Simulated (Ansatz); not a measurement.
`[SiH3][SiH]1[AlH][S]1` + HBr → `[SiH3]Br` + `[AlH]1[SiH2][S]1` at 600 K and 1 bar (cleavage of the Si–Si bond).

Gas-phase electronic energies from Ansatz, PBE0-D4/def2-TZVP geometries. CBS: MP2 limit from def2 TZ/QZ plus the TZ coupled-cluster correction, frozen cores. For Br outer-core shells are correlated without core-valence functions, which leaves a few kJ/mol of doubt a bond. Scalar relativity is left out up to krypton.

| species | CCSD(T)/CBS energy (Eh) | H − E (kJ/mol) | S (J/(mol·K)) |
| --- | --- | --- | --- |
| `[SiH3][SiH]1[AlH][S]1` | -1220.97997 | 177.0 | 455.5 |
| HBr | -2573.91920 | 33.5 | 219.1 |
| `[SiH3]Br` | -2864.23411 | 98.8 | 307.3 |
| `[AlH]1[SiH2][S]1` | -930.69501 | 110.4 | 358.9 |

H − E and S are ideal-gas, rigid-rotor, harmonic terms from PBE0-D4/def2-TZVP, for one conformer and one mirror image of each species. 1 Eh = 2625.50 kJ/mol, R = 8.31446 J/(mol·K).

Problem. By hand: ΔE, ΔH, ΔS and ΔG.

Solution. ΔE = (-2864.23411) + (-930.69501) − (-1220.97997) − (-2573.91920) = -0.02995 Eh = -78.6 kJ/mol. Δ(H − E) = 98.8 + 110.4 − 177.0 − 33.5 = -1.3, so ΔH = -79.9 kJ/mol. ΔS = 307.3 + 358.9 − 455.5 − 219.1 = -8.4 J/(mol·K). ΔG = -79.9 − 600 × (-8.4)/1000 = -74.9 kJ/mol.

Problem. By hand: the equilibrium constant, and the temperature at which ΔG would vanish if ΔH and ΔS stayed fixed.

Solution. log₁₀ K = −ΔG/(RT ln 10) = 6.5. ΔG = 0 at ΔH/ΔS = 9512 K, far beyond where these terms or the molecules hold.

The number of gas molecules stays the same, so ΔS is small and ΔH decides. A doubt of 5 kJ/mol in ΔE shifts log₁₀ K by 0.4 here. Other conformers and mirror images would add mixing entropy, several J/(mol·K) or more a flexible species. These are equilibria of isolated gas molecules and say nothing of rates. Largest T1 diagnostic: 0.015 (customary marks: 0.02 for closed shells, 0.045 for open ones).
